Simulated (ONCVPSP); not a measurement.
## Transferability test, ONCV potential for Al

Al, optimised norm-conserving Vanderbilt (ONCV), made with ONCVPSP 4.0.1 (PBE, scalar-relativistic). Core [Ne], reference 3s1.5 (charge +1.5). Waves: 3s: rc 2.00 bohr, ncon 3, nbas 6, qcut 2.5 1/bohr, 1 projector; p scattering state at 0.35 Ha: rc 1.80 bohr, ncon 4, nbas 7, qcut 4.5 1/bohr, 1 projector; d scattering state at 0.07 Ha: rc 1.75 bohr, ncon 4, nbas 7, qcut 6.4 1/bohr, 3 projectors, debl 0.5 Ha. Local part: polynomial inside 1.25 bohr (lpopt 5, dvloc0 0 Ha). Core correction: Teter function, fcfact 5, rcfact 1.5.

In the p channel the program set the typed energies aside and used 0.050 Ha.

Energies are relative to the spin-unpolarised reference configuration 3s1.5; without spin polarisation the order of configurations can differ from experiment.

(1) Give the all-electron excitation energy and the error of the potential for: 3s2 3p1; 3s2; 3s1; 3s0 3p3.

Levels in the configuration 3s2 3p1:

| level | all-electron (eV) | pseudo (eV) |
| --- | --- | --- |
| 3s | -7.753 | -7.727 |
| 3p | -2.712 | -2.752 |

Note: no bound ghost flagged but for a GHOST(-) flag that falls on a real empty level of the atom; GHOST(+) flagged for s at 6.0 eV.

Answers

(1)

| valence configuration | charge | ΔE all-electron (eV) | error AE − PS (meV) |
| --- | --- | --- | --- |
| 3s2 3p1 | 0 | -14.255 | +51 |
| 3s2 | +1 | -8.494 | -4.7 |
| 3s1 | +2 | 10.731 | -8.2 |
| 3s0 3p3 | 0 | -3.805 | +151 |
